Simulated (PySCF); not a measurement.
borazine (B₃H₆N₃), SMILES B1NBNBN1. The structure is a stationary point at PBE-D3(BJ)/def2-SVP.

**Question.** Give the equilibrium geometry at PBE-D3(BJ)/def2-SVP (PySCF confirms it by a frequency run) as bond lengths and angles, and its point group. (The exact figures need the calculation; the answer reports its results.)

**Answer.** point group D3h.
Atoms: B1 N2 B3 N4 B5 N6 H7 H8 H9 H10 H11 H12. Bonds (Å): B1–N2 1.435, B1–N6 1.435, B1–H7 1.217, N2–B3 1.435, N2–H8 1.020, B3–N4 1.435, B3–H9 1.217, N4–B5 1.435, N4–H10 1.020, B5–N6 1.435, B5–H11 1.217, N6–H12 1.020. Angles (°): N2–B1–N6 117.1, N2–B1–H7 121.5, N6–B1–H7 121.5, B1–N2–B3 122.9, B1–N2–H8 118.5, B3–N2–H8 118.5, N2–B3–N4 117.1, N2–B3–H9 121.5, N4–B3–H9 121.5, B3–N4–B5 122.9, B3–N4–H10 118.5, B5–N4–H10 118.5, N4–B5–N6 117.1, N4–B5–H11 121.5, N6–B5–H11 121.5, B1–N6–B5 122.9, B1–N6–H12 118.5, B5–N6–H12 118.5.
